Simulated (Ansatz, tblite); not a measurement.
Forces on the cluster As₂P at its PBE0-D4/def2-TZVP geometry. Total charge 0; doublet.

The xTB rows come from tblite. Another isomer (doublet) lies 1.27 eV lower at PBE0-D4/def2-TZVP; other spin states weren't run for this one.

GFN1-xTB (tblite), largest force 0.06 eV/Å:

```xyz
3
positions Å, forces eV/Å
P     0.001    0.000    0.002   -0.001    0.000   -0.002
As    1.930    0.485   -0.528   -0.060   -0.015    0.017
As   -1.931   -0.485    0.526    0.060    0.015   -0.016
```

GFN2-xTB (tblite), largest force 0.46 eV/Å:

```
P 0.000 0.000 0.001
As 0.428 0.108 -0.117
As -0.429 -0.108 0.116
```

PBE-D4/def2-TZVP (Ansatz), largest force 0.56 eV/Å:

```
P 0.000 0.000 -0.001
As 0.523 0.131 -0.142
As -0.523 -0.131 0.143
```
